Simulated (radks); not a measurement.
H, configuration 1s1.

All-electron calculation, Dirac Kohn-Sham, PBE, spin-unpolarised, spherical densities, finite nucleus; Gaussian nuclear charge, rms radius 0.8783 fm. Program: a radial shooting solver on a logarithmic mesh with Libxc functionals.

Energy parts (hartree):
| part | energy |
|---|---|
| total | -0.45893 |
| kinetic | 0.44727 |
| electron-nucleus | -0.94465 |
| Hartree | 0.28982 |
| exchange-correlation | -0.25137 |

Orbitals (lengths in bohr, moments of r in powers of bohr; <r^-3> diverges for s and p1/2; r(max) is where P^2 peaks):
orbital  occ.  eigenvalue (hartree)  <r^-3>    <r>  r(max)  small-component weight
1s1/2       1              -0.23860       -  1.636   1.027                1.19e-05

The highest occupied level is 1s1/2 at -6.493 eV. Summed over all electrons, <r^2> = 3.663 bohr^2, which gives a Langevin (diamagnetic) susceptibility term of -2.9 x 10^-6 cm^3/mol. The electron density at the nucleus is 0.294 e/bohr^3. The density falls to 0.001 e/bohr^3 at r = 2.99 bohr. For comparison, the ionisation energy in NIST's Atomic Spectra Database is 13.598 eV (theoretical). In exact Kohn-Sham theory the highest level is minus the ionisation energy, but local and semilocal functionals leave it too shallow, through self-interaction and a potential that decays too fast; potentials with the right tail come closer.

Beside tabulated values, note that spin-unpolarised runs miss the spin-polarisation part of the exchange energy of open shells.
